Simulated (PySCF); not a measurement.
Compound: C4HF4PS.
Numbering: `[F:1][c:2]1[p:3][cH:4][s:5][c:6]1[C:7]([F:8])([F:9])[F:10]`

Probes without a nucleus sit at each ring's centroid and 1 Å off its mean plane on both sides; NICS is minus the shielding there, NICSzz its component along the normal. Level: GIAO PBE0/pcSseg-1 (PySCF, non-relativistic, gas phase) on the GFN2-xTB geometry, one conformer.

Ring bond lengths (Å), with Mayer bond orders in brackets: C2–P3 1.776 (1.15), P3–C4 1.707 (1.44), C4–S5 1.709 (1.18), S5–C6 1.717 (1.15), C6–C2 1.366 (1.45).

What do the NICS probes read (ppm)?

```tsv
ring	type	NICS(0)	NICS(1), two faces	NICS(1)zz, two faces	rms pucker (Å)	centre to ring atoms, mean (Å)
C2–P3–C4–S5–C6	5-membered ring with P and S; formal bonds all aromatic	-12.5	-10.9 / -10.9	-23.1 / -23.0	0.00	1.40
```

What do they say, and how far can they be read as aromaticity?

- C2–P3–C4–S5–C6: mean NICS(1)zz -23.0 ppm, shielded.

How equal are the bonds by HOMA? Use HOMA with the parameters of Krygowski (1993).

- C2–P3–C4–S5–C6: HOMA 0.78; the largest term is that of C2–P3, α(R − Ropt)² = 0.73.

How shielded are the nuclei of the rings and their hydrogens (means over atoms taken as equivalent)?

```csv
atoms,environment,σ isotropic (ppm)
C2,aromatic C–F carbon,-9.5
P3,phosphorus bonded to 2 C,119.6
C4,aromatic CH next to a ring sulfur,17.7
S5,thiophene-type sulfur,209.5
C6,substituted aromatic carbon,51.8
H on C4,aromatic hydrogen,23.07
```

Conformer computed: `[F:1][c:2]1[p:3][cH:4][s:5][c:6]1[C:7]([F:8])([F:9])[F:10]`: S5–C6–C7–F8 -124°.
